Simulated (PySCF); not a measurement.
Precursor series Zn Br-H. All species are isolated molecules in the gas phase.

Calculation: B3LYP-D3(BJ)/def2-TZVP // BP86-D3(BJ)/def2-SVP run with PySCF. All candidates: neutral, multiplicity 1. B3LYP has the VWN-RPA correlation part, as in Gaussian. 

```
Item             Result
-------------  --------
LUMO           -2.17 eV
HOMO           -8.30 eV
HOMO–LUMO gap   6.13 eV
```

### Question
Say which member has these values.
(A) [Zn(Br)2]
(B) [Zn(H)2]
(C) [Zn(Br)(H)]

### Answer
A, [Zn(Br)2]. The others give [Zn(Br)(H)]: -0.96 eV, -8.08 eV, 7.12 eV; [Zn(H)2]: -0.96 eV, -7.84 eV, 6.88 eV
